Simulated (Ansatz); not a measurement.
Br$_{2}$H$_{2}$O$_{2}$Ti (`[OH][Ti]([OH])([Br])[Br]`) at its PBE0-D4/def2-TZVP geometry, where that method's forces vanish. Total charge 0; spin multiplicity 1.

```xyz
7

O     0.0220    0.5153   -1.3917
Ti   -0.2047   -0.1852    0.2029
O     1.1868    0.2027    1.2179
Br   -2.1735    0.6945    1.1511
Br   -0.4302   -2.5201   -0.0121
H    -0.3984    0.5971   -2.2485
H     1.9981    0.6957    1.0803
```

Task: What forces (eV/Å) does B3LYP-D4/def2-TZVPP give on these atoms in Ansatz 0.2.0? (Estimate.)

Result: Ansatz gave: 
```
O1   0.052  0.153 -0.346
Ti2 -0.156 -0.105  0.058
O3   0.299  0.078  0.232
Br4 -0.214  0.103  0.111
Br5 -0.016 -0.261 -0.020
H6  -0.004  0.015 -0.046
H7   0.039  0.017  0.012
```

B3LYP here is the variant with VWN-RPA as its local correlation; programs differ in this.
